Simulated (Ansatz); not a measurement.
One change: `[F][SnH]([F])[O][SiH3]` becomes `[OH][SnH]([F])[F]`.

Ansatz, PBE0-D4/def2-TZVP geometries, multiplicity 1. Each molecule was computed in one conformer, which needn't be the lowest.

Elements past krypton have def2 core potentials.

```
                                      property  `[F][SnH]([F])[O][SiH3]`
         LUMO energy (ωB97M-V/def2-TZVPP) / eV                      0.21
             LUMO energy (PBE/def2-TZVPP) / eV                     -2.82
size of the dipole moment (PBE/def2-TZVPP) / D                      2.48
           LUMO energy (B3LYP/def2-TZVPP) / eV                     -2.17
             HOMO energy (PBE/def2-TZVPP) / eV                     -7.57
            LUMO energy (PBE0/def2-TZVPP) / eV                     -1.81
```

Give the same properties after the change, and the shifts. (An estimate is asked.)

Computed: 
```
                                      property  `[OH][SnH]([F])[F]`  shift
         LUMO energy (ωB97M-V/def2-TZVPP) / eV                 0.34   0.13
             LUMO energy (PBE/def2-TZVPP) / eV                -2.65   0.17
size of the dipole moment (PBE/def2-TZVPP) / D                 1.78  -0.70
           LUMO energy (B3LYP/def2-TZVPP) / eV                -2.04   0.13
             HOMO energy (PBE/def2-TZVPP) / eV                -7.94  -0.37
            LUMO energy (PBE0/def2-TZVPP) / eV                -1.66   0.15
```

With PBE0 the HOMO falls by 0.71 eV and the LUMO rises by 0.15 eV, so the gap widens by about 0.86 eV. PBE moves the HOMO by -0.37 eV and ωB97M-V by -0.91 eV. The zero-point energy changes by -42.6 kJ/mol with -9 modes. Dipoles are sizes alone; their direction can turn.

B3LYP here is the variant with VWN-RPA as its local correlation; programs differ in this.
